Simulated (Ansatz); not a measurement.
Input file for Ansatz (a program for electronic structure): U-PBE0/def2-TZVPP on ZrN, 2S+1 = 2, a spin state set in the input, which need not be the lowest. Elements past Kr take the def2 small-core potentials; no spin–orbit coupling.

Ansatz 0.2 input:
```yaml
crystal:
  periodic: [false, false, false]
  atoms:
    - {symbol: Zr, position_ang: [0.00000000, 0.00000000, 0.00000000]}
    - {symbol: N, position_ang: [0.00000000, 0.00000000, 2.33700000]}
basis:
  gaussian:
    orbitals: def2-TZVPP
hamiltonian:
  xc: {name: PBE0}
magnetization: {spin_polarized: true, initial_magnetization: 1}
relax: {f_tol: 0.002, max_steps: 120}
```

It printed:

```
WARN ansatz: RAYON_NUM_THREADS=1 ignored (pool sized by the plan → 1); use --threads N
Functional definition: PBE0
integrals: 0.02 GiB planned
545 factors; their error is unknown
mean field: 0.25 GiB planned
mean field evaluation 1: about -2727.1600 eV, gradient 7.5e1 eV
mean field evaluation 2: about -2410.6197 eV, gradient 1.5e2 eV
mean field evaluation 4: about -2747.4875 eV, gradient 5.4e1 eV
mean field evaluation 8: about -2755.8998 eV, gradient 3.2e1 eV
mean field evaluation 16: about -2762.5116 eV, gradient 9.1e-1 eV
mean field evaluation 32: about -2721.5966 eV, gradient 5.5e1 eV
mean field evaluation 64: about -2762.0021 eV, gradient 9.3e-1 eV
mean field evaluation 96: about -2761.8590 eV, gradient 2.2e-4 eV
mean field evaluation 128: about -2762.2102 eV, gradient 3.4e0 eV
mean field evaluation 160: about -2762.1260 eV, gradient 2.3e-4 eV
mean field evaluation 192: about -2762.3896 eV, gradient 2.1e-1 eV
mean field evaluation 224: about -2760.4282 eV, gradient 5.1e0 eV
mean field evaluation 256: about -2760.3195 eV, gradient 9.3e0 eV
mean field evaluation 288: about -2762.3306 eV, gradient 5.5e-1 eV
mean field -2762.65306580 eV, -101.5256275746 hartree, gradient 5.4e-6 eV, S^2 2.460938; 23 other end points of the search recorded, 0 dependent functions left out
the calculation of the forces begins
reference -2762.65309807 eV, -101.5256287604 hartree; 10, 9 occupied and 77, 78 virtual orbitals, 545 factors
relax step   1: F+E_penalty+E_count = -2762.65306580 eV  Δ(F+E_penalty+E_count) = +0.000e0 eV  max|allowed force component| = 3.446e0 eV/Å  Δτ_max = 0.0000 Å  (1223 SCF iters, accepted)
these checks for a lower state are left out or cut short: starts, cluster_reference, orbital_swaps, neighbouring_geometries, increment
integrals: 0.02 GiB planned
545 factors; their error is unknown
mean field: 0.26 GiB planned
mean field evaluation 320: about -2764.7481 eV, gradient 1.2e-5 eV
mean field -2764.74812946 eV, -101.6026197440 hartree, gradient 9.9e-6 eV, S^2 0.880688; 1 other end points of the search recorded, 0 dependent functions left out
the calculation of the forces begins
reference -2764.74816107 eV, -101.6026209057 hartree; 10, 9 occupied and 77, 78 virtual orbitals, 545 factors
relax step   2: F+E_penalty+E_count = -2764.74812946 eV  Δ(F+E_penalty+E_count) = -2.095e0 eV  max|allowed force component| = 7.267e0 eV/Å  Δτ_max = 0.1950 Å  (148 SCF iters, accepted)
these checks for a lower state are left out or cut short: starts, cluster_reference, orbital_swaps, neighbouring_geometries, increment
integrals: 0.02 GiB planned
545 factors; their error is unknown
mean field: 0.26 GiB planned
mean field -2765.54812181 eV, -101.6320189207 hartree, gradient 2.3e-5 eV, S^2 0.752408; 0 other end points of the search recorded, 0 dependent functions left out
the calculation of the forces begins
reference -2765.54815263 eV, -101.6320200533 hartree; 10, 9 occupied and 77, 78 virtual orbitals, 545 factors
relax step   3: F+E_penalty+E_count = -2765.54812181 eV  Δ(F+E_penalty+E_count) = -8.000e-1 eV  max|allowed force component| = 8.200e0 eV/Å  Δτ_max = 0.1950 Å  (47 SCF iters, accepted)
these checks for a lower state are left out or cut short: starts, cluster_reference, orbital_swaps, neighbouring_geometries, increment
integrals: 0.02 GiB planned
545 factors; their error is unknown
mean field: 0.26 GiB planned
mean field evaluation 352: about -2765.9230 eV, gradient 2.3e-5 eV
mean field -2765.92303451 eV, -101.6457967082 hartree, gradient 2.3e-5 eV, S^2 0.753791; 0 other end points of the search recorded, 0 dependent functions left out
the calculation of the forces begins
reference -2765.92306551 eV, -101.6457978474 hartree; 10, 9 occupied and 77, 78 virtual orbitals, 545 factors
relax step   4: F+E_penalty+E_count = -2765.92303451 eV  Δ(F+E_penalty+E_count) = -3.749e-1 eV  max|allowed force component| = 3.059e0 eV/Å  Δτ_max = 0.0340 Å  (43 SCF iters, accepted)
these checks for a lower state are left out or cut short: starts, cluster_reference, orbital_swaps, neighbouring_geometries, increment
integrals: 0.02 GiB planned
545 factors; their error is unknown
mean field: 0.26 GiB planned
mean field -2765.99872493 eV, -101.6485782799 hartree, gradient 2.0e-5 eV, S^2 0.755296; 0 other end points of the search recorded, 0 dependent functions left out
the calculation of the forces begins
reference -2765.99875604 eV, -101.6485794232 hartree; 10, 9 occupied and 77, 78 virtual orbitals, 545 factors
relax step   5: F+E_penalty+E_count = -2765.99872493 eV  Δ(F+E_penalty+E_count) = -7.569e-2 eV  max|allowed force component| = 4.010e-1 eV/Å  Δτ_max = 0.0224 Å  (43 SCF iters, accepted)
these checks for a lower state are left out or cut short: starts, cluster_reference, orbital_swaps, neighbouring_geometries, increment
integrals: 0.02 GiB planned
545 factors; their error is unknown
mean field: 0.26 GiB planned
mean field -2766.00023672 eV, -101.6486338373 hartree, gradient 2.2e-5 eV, S^2 0.755597; 0 other end points of the search recorded, 0 dependent functions left out
the calculation of the forces begins
reference -2766.00026785 eV, -101.6486349812 hartree; 10, 9 occupied and 77, 78 virtual orbitals, 545 factors
relax step   6: F+E_penalty+E_count = -2766.00023672 eV  Δ(F+E_penalty+E_count) = -1.512e-3 eV  max|allowed force component| = 2.718e-2 eV/Å  Δτ_max = 0.0035 Å  (43 SCF iters, accepted)
these checks for a lower state are left out or cut short: starts, cluster_reference, orbital_swaps, neighbouring_geometries, increment
integrals: 0.02 GiB planned
545 factors; their error is unknown
mean field: 0.26 GiB planned
mean field -2766.00024385 eV, -101.6486340992 hartree, gradient 1.6e-5 eV, S^2 0.755619; 0 other end points of the search recorded, 0 dependent functions left out
the calculation of the forces begins
reference -2766.00027498 eV, -101.6486352431 hartree; 10, 9 occupied and 77, 78 virtual orbitals, 545 factors
relax step   7: F+E_penalty+E_count = -2766.00024385 eV  Δ(F+E_penalty+E_count) = -7.127e-6 eV  max|allowed force component| = 1.405e-4 eV/Å  Δτ_max = 0.0003 Å  (33 SCF iters, accepted)
integrals: 0.02 GiB planned
545 factors; their error is unknown
mean field: 0.26 GiB planned
mean field evaluation 384: about -2765.5664 eV, gradient 9.0e0 eV
mean field -2766.00024385 eV, -101.6486340992 hartree, gradient 1.6e-5 eV, S^2 0.755619; 2 other end points of the search recorded, 0 dependent functions left out
the calculation of the forces begins
reference -2766.00027498 eV, -101.6486352431 hartree; 10, 9 occupied and 77, 78 virtual orbitals, 545 factors
Total energy: -2766.00027498 eV, -101.6486352431 hartree
Atom 0 at     0.000000    -0.000000     0.329713 Å, force     0.000000     0.000000    -0.000141 eV/Å
Atom 1 at    -0.000000     0.000000     2.007287 Å, force    -0.000000    -0.000000     0.000141 eV/Å
Dipole moment:    -0.000000     0.000000    -0.886566 e Å
```

The calculation finished and met its thresholds.

Cost: very roughly 29 core-seconds.
